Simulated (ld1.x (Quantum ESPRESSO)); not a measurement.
# PBEsol ultrasoft dataset for Ca (Z = 20), scalar-relativistic all-electron reference.

Input for ld1.x (Quantum ESPRESSO) 7.5:

```
&input
   title='Ca', zed=20., rel=1, dft='PBESOL', iswitch=3,
   config='[Ar] 3d0 4s2 4p0',
   nld=3, rlderiv=3.35, eminld=-5.0, emaxld=5.0, deld=0.02
 /
 &inputp
   pseudotype=3, tm=.true., lloc=-1, rcloc=2.85,
   nlcc=.true., rcore=1.35,
   which_augfun='PSQ', rmatch_augfun=1.75,
   file_pseudopw='Ca.UPF', file_wfcaegen='ae.wfc', file_wfcncgen='nc.wfc', file_beta='beta', file_chi='chi', file_wfcusgen='us.wfc'
 /
6
3S  1  0   2.00   0.00  1.55  1.75  0.0
4S  2  0   2.00   0.00  1.55  1.75  0.0
3P  2  1   6.00   0.00  1.85  2.00  0.0
4P  3  1   0.00   0.00  1.85  2.00  0.0
3D  3  2   0.00   0.00  2.35  3.10  0.0
3D  3  2   0.00   0.65  2.35  3.10  0.0
 &test
   configts(1)='3s2 3p6 3d0 4s2 4p0'
 /
```

Command:

```bash
ld1.x < Ca.in > Ca.out
```

Output (shortened: banner, matrices, multipoles, cross overlaps and the repeated all-electron block are left out):

```
[... start of the log left out ...]
     s(2S/2S) =  1.000000  <r> =   0.3647  <r2> =    0.1576  r(max) =   0.2987
     s(2P/2P) =  1.000000  <r> =   0.3280  <r2> =    0.1332  r(max) =   0.2477
     s(3S/3S) =  1.000000  <r> =   1.1570  <r2> =    1.5459  r(max) =   0.9918
     s(3P/3P) =  1.000000  <r> =   1.2720  <r2> =    1.9110  r(max) =   1.0427
     s(3D/3D) =  1.000000  <r> =   2.3651  <r2> =    7.8784  r(max) =   1.2735
     s(4S/4S) =  1.000000  <r> =   4.0111  <r2> =   18.4472  r(max) =   3.3763
     s(4P/4P) =  1.000000  <r> =   5.3606  <r2> =   33.4681  r(max) =   4.3897

     ------------------------ End of All-electron run ------------------------

     --------------------- Generating US pseudopotential ---------------------

      Generating local potential from pseudized AE potential:
      Matching radius rcloc =   2.8500

      Local pseudo, rcloc= 2.870 Estimated cut-off energy=     2.83 Ry

      Computing core charge for nlcc:

       r > 1.36 : true rho core
       r < 1.36 : rho core = a sin(br)/r    a=   0.02  b=   2.15

      Integrated core pseudo-charge :   0.01
      Wfc-us  3S rcutus= 1.741  Estimated cut-off energy=    17.43 Ry
      Wfc-us  4S rcutus= 1.741  Estimated cut-off energy=    34.54 Ry
      Wfc-us  3P rcutus= 2.022  Estimated cut-off energy=    20.47 Ry
      Wfc-us  4P rcutus= 2.022  Estimated cut-off energy=    37.92 Ry
      Wfc-us  3D rcutus= 3.093  Estimated cut-off energy=    12.00 Ry
      Wfc-us  3D rcutus= 3.093  Estimated cut-off energy=    22.65 Ry

 %%%%%%%%%%%%%%%%%%%%%%%%%%%%%%%%%%%%%%%%%%%%%%%%%%%%%%%%%%%%%%%%%%%%%%%%%%%%%%
     Error in routine find_q (1):
     problem finding q
 %%%%%%%%%%%%%%%%%%%%%%%%%%%%%%%%%%%%%%%%%%%%%%%%%%%%%%%%%%%%%%%%%%%%%%%%%%%%%%

     stopping ...
```

The run stopped because no Bessel wave vectors were found that match the logarithmic derivative at the chosen radius.

The run took about 0.16 s on one core of a shared server CPU.
